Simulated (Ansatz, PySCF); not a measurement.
PySCF was given this input:
```python
from pyscf import gto, scf, dft

mol = gto.Mole()
mol.atom = '''
    Se    0.00000000    0.00000000    0.00000000
'''
mol.basis = 'cc-pvtz'
mol.spin = 2
mol.verbose = 4
mol.build()

mf = dft.UKS(mol)
mf.xc = 'b3lyp'
mf.grids.atom_grid = (99, 590)
mf.grids.prune = None
mf.kernel()
```

Write the same job for Ansatz (a quantum-chemistry and plane-wave program).

Several could match; the one computed here: 
Ansatz 0.2 input:
```yaml
crystal:
  periodic: [false, false, false]
  atoms:
    - {symbol: Se, position_ang: [0.00000000, 0.00000000, 0.00000000]}
basis:
  gaussian:
    orbitals: cc-pVTZ
hamiltonian:
  xc: b3lyp
magnetization: {spin_polarized: true, initial_magnetization: 2}
accuracy: high
```

Both were run: PySCF gave -2401.570146 Eh and Ansatz -2401.570146 Eh, 0.000 mEh apart.
